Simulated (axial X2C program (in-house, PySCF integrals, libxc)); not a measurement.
Spin–orbit effects down a group: molecules with Na (ions), CCSD

Computed with an axial X2C code built on PySCF integrals, spin-free (one-electron X2C) or two-component (2c: spin–orbit coupling with atomic mean-field Coulomb and Gaunt terms, which also bring small scalar terms), in Dyall basis sets with cores contracted in-house; open shells are unrestricted.

Basis sets: Ag dyall-cv3z, Au dyall-cv3z, Cu dyall-cv3z, Na dyall-cv3z. Frozen shells (counts by l): NaCu⁺ Cu 3s2p, Na 2s1p, 11 electrons correlated; NaAg⁺ Ag 4s3p1d, Na 2s1p, 11 electrons correlated; NaAu⁺ Au 5s4p2d1f, Na 2s1p, 11 electrons correlated. Coupled cluster in natural virtuals with an MP2 remainder. Where the outer core of a metal is frozen, bonds come out longer and ionisation energies lower.

| molecule | spin-free state | Re (Å) | ωe (cm⁻¹) | De (eV) | 2c state | Re 2c (Å) | ωe 2c (cm⁻¹) | De 2c (eV) |
| --- | --- | --- | --- | --- | --- | --- | --- | --- |
| NaCu⁺ | M_S = 1/2, Λ = 0 | 3.085 | 112.7 | 0.43 | Ω = 1/2 | 3.086 | 112.6 | 0.43 |
| NaAg⁺ | M_S = 1/2, Λ = 0 | 3.168 | 108.1 | 0.40 | Ω = 1/2 | 3.169 | 108.0 | 0.41 |
| NaAu⁺ | M_S = 1/2, Λ = 0 | 3.052 | 112.4 | 0.34 | Ω = 1/2 | 3.049 | 113.4 | 0.35 |

Q: Work out the shifts from the spin-free to the two-component result.

A: 

```csv
molecule,2c state,ΔRe (Å),Δωe (cm⁻¹),ΔDe (eV)
NaCu⁺,Ω = 1/2,0.001,-0.1,0.00
NaAg⁺,Ω = 1/2,0.001,-0.1,0.01
NaAu⁺,Ω = 1/2,-0.003,1.0,0.01
```

Shifts of one unit in the last digit are rounding.

Fragments in 2c: Cu + Na+, Ag + Na+, Au + Na+. Each entry is the lowest single determinant of a limited PBE0 search at one distance. De goes to single-determinant-based atoms at the same level (for ions the charge split of lowest energy) and is withheld (n/a) where an atom does not fit its ground term or J level. Main or longest-lived isotopes.
